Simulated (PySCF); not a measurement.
# Correlation energy of S³⁺ (sulfur, charge +3)

[Ne] 3s2 3p1, 2P determinant. Computed with PySCF 2.14 in def2-SVP, with the non-relativistic Hamiltonian (point nucleus). Frozen: [Ne]; 3 electrons correlated.

MP2 pair energies summed by pair of shells (mhartree):

```
 pair  energy  share (%)
3s-3s  -24.67       57.9
3s-3p  -17.91       42.1
```

Total MP2 correlation energy: -42.58 mhartree.

Same-spin part -2.45 and opposite-spin part -40.14 mhartree; SCS-MP2 scales them by 1/3 and 6/5 to -48.98 mhartree.

```tsv
level	correlation energy (mhartree)
CCSD	-63.40
(T)	-0.61
CCSD(T)	-64.01
```

Diagnostics: T1 = 0.0086, D1 = 0.0202, largest double amplitude 0.108.

Cost of the coupled-cluster step: 0.08 s of wall time on 1 thread of Neoverse-V1 (shared host), for 3 correlated electrons.

Iterations:

```
CC2 = 0
CCSD nocc = (np.int64(2), np.int64(1)), nmo = (13, 13)
frozen orbitals [[0, 1, 2, 3, 4], [0, 1, 2, 3, 4]]
max_cycle = 100
direct = 0
conv_tol = 1e-08
conv_tol_normt = 1e-06
diis_space = 8
diis_start_cycle = 0
Init t2, MP2 energy = -0.0425828549702512
Init E_corr(UCCSD) = -0.0425828549715225
cycle = 1  E_corr(UCCSD) = -0.055928638304793  dE = -0.0133457833  norm(t1,t2) = 0.0490508
cycle = 2  E_corr(UCCSD) = -0.0604802310039439  dE = -0.0045515927  norm(t1,t2) = 0.0196635
cycle = 3  E_corr(UCCSD) = -0.0634117704147125  dE = -0.00293153941  norm(t1,t2) = 0.0085057
cycle = 4  E_corr(UCCSD) = -0.063389102792586  dE = 2.26676221e-05  norm(t1,t2) = 0.000895363
cycle = 5  E_corr(UCCSD) = -0.0634037884890169  dE = -1.46856964e-05  norm(t1,t2) = 8.88035e-05
cycle = 6  E_corr(UCCSD) = -0.0633991743470109  dE = 4.61414201e-06  norm(t1,t2) = 1.48756e-05
cycle = 7  E_corr(UCCSD) = -0.0634009011337882  dE = -1.72678678e-06  norm(t1,t2) = 3.91866e-06
cycle = 8  E_corr(UCCSD) = -0.0634005426106433  dE = 3.58523145e-07  norm(t1,t2) = 9.18523e-07
cycle = 9  E_corr(UCCSD) = -0.0634005456102165  dE = -2.99957323e-09  norm(t1,t2) = 3.77786e-08
UCCSD converged
E(UCCSD) = -395.0016036031753  E_corr = -0.06340054561021652
UCCSD(T) correction = -0.000611502970379465
```
